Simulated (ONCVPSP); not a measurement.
## technetium, ONCV: configuration errors across variants

```json
{
 "Element": "Tc",
 "Generator": "ONCVPSP 4.0.1",
 "Type": "optimised norm-conserving Vanderbilt (ONCV)",
 "Functional": "PBE",
 "Relativity": "scalar-relativistic",
 "Frozen core": "[Ar] 3d10",
 "Valence charge": "15",
 "Reference configuration": "4s2 4p6 4d5 5s1 (charge +1)",
 "Partial waves": "4s+5s: rc 1.55 bohr, ncon 3, nbas 7, qcut 6.3 1/bohr, 2 projectors; 4p: rc 1.70 bohr, ncon 4, nbas 8, qcut 7.4 1/bohr, 2 projectors, debl 2.1 Ha; 4d: rc 2.25 bohr, ncon 4, nbas 8, qcut 7.9 1/bohr, 2 projectors, debl 0.7 Ha",
 "Local potential": "polynomial inside 1.45 bohr (lpopt 5, dvloc0 0 Ha)",
 "Core correction": "none"
}
```

All-electron excitation energies from the reference (eV): (1) 4s2 4p6 4d5 5s2 -8.154; (2) 4s2 4p6 4d5 5s0 14.852; (3) 4s2 4p6 4d4 5s0 43.557; (4) 4s2 4p6 4d5 5s1 5p1 -4.399.

2 further variants failed, have other tests or another functional or relativity, and are left out.

Errors AE − PS in meV (a dash: test not solved or not reliable):

| change | (1) | (2) | (3) | (4) | bound ghosts | GHOST(+) flags above zero |
| --- | --- | --- | --- | --- | --- | --- |
| base | +1.0 | -3.0 | +2.3 | +0.9 | none | none |
| s: rc 1.72 | +0.8 | -3.4 | +2.3 | +0.9 | none | none |
| d: debl 0.8 | +1.0 | -3.0 | +2.3 | +0.9 | none | none |
| local potential polynomial inside 1.45 bohr (lpopt 5, dvloc0 8 Ha) | +1.0 | -3.0 | +2.3 | +0.9 | none | none |

Question: Give the same row for: core correction Teter function, fcfact 4, rcfact 1.6.

Answer: +0.6, -4.1, +1.4, +0.8; bound ghosts: none; GHOST(+) flags above zero: none.
